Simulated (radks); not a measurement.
Results of a calculation; reference values are marked as such.
Spherical quantum dot in the effective-mass picture: electrons in a hard-walled sphere of radius 1.36, all in effective atomic units (hartree* = m*/eps^2 hartree, bohr* = eps/m* bohr), one dielectric constant everywhere. Level of theory: non-relativistic Kohn-Sham, r2SCAN, spin-polarised, spherical densities, generalised Kohn-Sham scheme (a radial shooting solver with Libxc functionals). Levels are named by radial order and angular momentum (1s, 1p, 1d, 2s, ...), and open shells are averaged over m. Results are scaled to m* = 0.087 and eps = 14.8, for which hartree* = 10.81 meV and bohr* = 9.002 nm.

N = 16, configuration 1s2 1p6 1d(up 5, down 3). This is the lowest configuration that the search found. Occupied and some empty levels:

level    occupation  eigenvalue (meV)  <r> (nm)
1s up             1            201.24     7.060
1s down           1            202.23     7.037
1p up             3            223.95     7.794
1p down           3            225.18     7.784
1d up             5            257.31     8.288
1d down           3            258.74     8.284
2s up             0            291.86     5.786
2s down           0            292.70     5.802
1f up             0            299.86     8.654
1f down           0            301.45     8.653
2p up             0            348.70     6.501
2p down           0            349.71     6.501

Energy (meV): total 2459.19, kinetic 1224.5, external 0, Hartree 1423.7, exchange-correlation -189.01.
